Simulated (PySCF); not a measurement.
# Ti: ionisation energy

Ti [Ar] 3d2 4s2 [3d3/2^2, M_J = 2] → Ti⁺ [Ar] 3d2 4s1 [3d3/2^2 4s1/2^1, M_J = 3/2], as a difference of total energies. Calculation: PySCF 2.14, in x2c-TZVPall-2c with one added diffuse shell each of s, p, d type (7s8p5d1f, 63 functions); the two-component X2C-1e Hamiltonian. Correlated levels: [Ne] frozen; the 6 highest virtual spinors dropped. "Screened" scales the spin-orbit matrix elements by Boettger's factors to mimic the two-electron term; Breit and QED terms are absent.

```json
{"method": "GHF (spin-free)", "ionisation energy (eV)": "5.565"}
{"method": "GMP2 (spin-free)", "ionisation energy (eV)": "6.509"}
{"method": "GHF (screened spin-orbit)", "ionisation energy (eV)": "5.565"}
{"method": "GMP2 (screened spin-orbit)", "ionisation energy (eV)": "6.509"}
```

Q: How much does correlation contribute at GMP2 (screened spin-orbit)?

A: 6.509 − (5.565) = 0.944 eV, measured against GHF (screened spin-orbit).

Errors of the correlated levels include the incompleteness of this basis and the frozen core.

The labels give the starting determinants; with spin-orbit coupling the two ends relaxed to ⟨J²⟩ = 7.88, ⟨L²⟩ = 12.01, ⟨S²⟩ = 2.01 and ⟨J²⟩ = 6.65, ⟨L²⟩ = 12.00, ⟨S²⟩ = 3.75.

MP2 underrates the near-degeneracy of ns² with np² in the lower species.

The determinant of Ti and of Ti⁺ mixes levels of different J (the jj label is only the starting occupation), so the difference between spin-free and spin-orbit rows is not the physical spin-orbit shift.

For comparison: 6.828 eV (measured; NIST Atomic Spectra Database, ionization energies).
